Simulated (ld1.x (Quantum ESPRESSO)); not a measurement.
**Nb: one change to a TM potential, before and after**

niobium, norm-conserving Troullier–Martins (Kleinman–Bylander form), made with ld1.x (Quantum ESPRESSO) 7.5 (PBE, scalar-relativistic). Core [Kr], reference 4d4 5s0 5p0 (charge +1). Waves: 5s (bound, empty): rc 3.15 bohr; 5p (bound, empty): rc 3.75 bohr; 4d (bound): rc 2.70 bohr; 4f channel at -0.05 Ry: rc 3.55 bohr. Local part: all-electron potential smoothed inside 3.45 bohr (lloc = -1). Core correction: Bessel-smoothed model core inside 2.50 bohr.

Change: local potential the s channel.

Cutoffs: the cutoffs (Ry, on a coarse ladder) from which the occupation-weighted sum of valence levels, in a spherical-Bessel basis at the reference potential, stays within 10 and 1 mRy of its value at 400 Ry; they do not see the model core or the augmentation charge, which bear on the density cutoff. Errors are all-electron minus pseudo energies relative to the spin-unpolarised reference configuration.

Problem. How do hardness, ghosts and transferability respond?

Solution. The potential gets neither clearly harder nor softer (25 Ry and 30 Ry → 25 Ry and 30 Ry); of the 7 tests that both files solve, the error grows in 2 and shrinks in 0 by more than 15 % and 0.3 meV (median size 79.3 → 93.2 meV); neither file shows a bound ghost.

| quantity | base | changed |
| --- | --- | --- |
| cutoff, loose | 25 Ry | 25 Ry |
| cutoff, tight | 30 Ry | 30 Ry |
| bound ghosts | none | none |
| error for 4d4 5s1 5p0, meV [ΔE -6.64 eV] | -7.7 | -8.1 |
| error for 4d3 5s0 5p0, meV [ΔE 14.04 eV] | -101 | -121 |
| error for 4d2 5s0 5p0, meV [ΔE 38.76 eV] | -523 | -593 |
| error for 4d3 5s1 5p0, meV [ΔE 0.38 eV] | -79 | -93 |
| error for 4d4 5s0 5p1, meV [ΔE -3.69 eV] | -3.4 | -3.9 |
| error for 4d3 5s2 5p0, meV [ΔE -7.15 eV] | -105 | -113 |
| error for 4d4 5s0.5 5p0, meV [ΔE -4.00 eV] | -1.9 | -2.0 |
| s: phases at 4.03 bohr within 0.05 rad from the reference energy up to (Ry; the scan ends near 5) | 0.3 | 0.7 |
| p: phases at 4.03 bohr within 0.05 rad from the reference energy up to (Ry; the scan ends near 5) | 0.7 | 1.1 |
| d: phases at 4.03 bohr within 0.05 rad from the reference energy up to (Ry; the scan ends near 5) | 0.1 | 0.0 |
| f: phases at 4.03 bohr within 0.05 rad from the reference energy up to (Ry; the scan ends near 5) | 1.6 | 1.6 |
